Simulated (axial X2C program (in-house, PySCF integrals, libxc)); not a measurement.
**Worked dissociation energy of LiGe: HF, without spin–orbit coupling**

All values were computed with an in-house all-electron X2C program for linear molecules (integrals from PySCF). Spin-free means the one-electron spin-free X2C Hamiltonian. Basis: Ge dyall-cv3z [9s9p7d4f1g], Li dyall-cv3z [7s8p2d] (cores contracted in-house); Gaussian nuclei, density fitting, unrestricted open shells. Masses: Ge 73.921 u, Li 7.016 u.

Molecular state: M_S = 3/2, Λ = 0 (beyond evenly filled blocks: σα, π+α, π-α).

```
E(Ge) (2M_S = 2, M_L = 0) : -2097.117072 hartree
E(Li) (2M_S = 1, M_L = 0) : -7.433417 hartree
E(LiGe) at Re             : -2104.594263 hartree
ωe                        : 400.1 cm⁻¹
ωexe                      : 2.86 cm⁻¹
```

Work out De and D0.

De = -2097.117072 + (-7.433417) − (-2104.594263) = 0.04377 hartree = 1.191 eV. The zero-point energy is ωe/2 − ωexe/4 = 199 cm⁻¹ = 0.025 eV, so D0 = 1.166 eV.

The state is a single determinant with fixed occupations, the lowest that a limited PBE0 search found. Dissociation energies refer to the lowest single-determinant-based atoms at the same level and basis. Other states lie close and PBE0, whose exact exchange favours high spin, may order them wrongly; the determinant shown need not be the ground state. The nearest other spin-free determinant of the search, M_S = 1/2, Λ = 1, lies 0.64 eV up at the distance of the search. Spin-free De lacks the spin–orbit lowering of the heavy p-block atom, a tenth of an eV or more for 4p and 5p, up to an eV for 6p and one to two eV for 7p atoms, less what an open-shell molecule gains itself.

Hartree–Fock lacks correlation and underbinds, often by eV.

Each atomic determinant is the lowest at this level and need not be a pure term. Totals compare only within one Hamiltonian and basis.
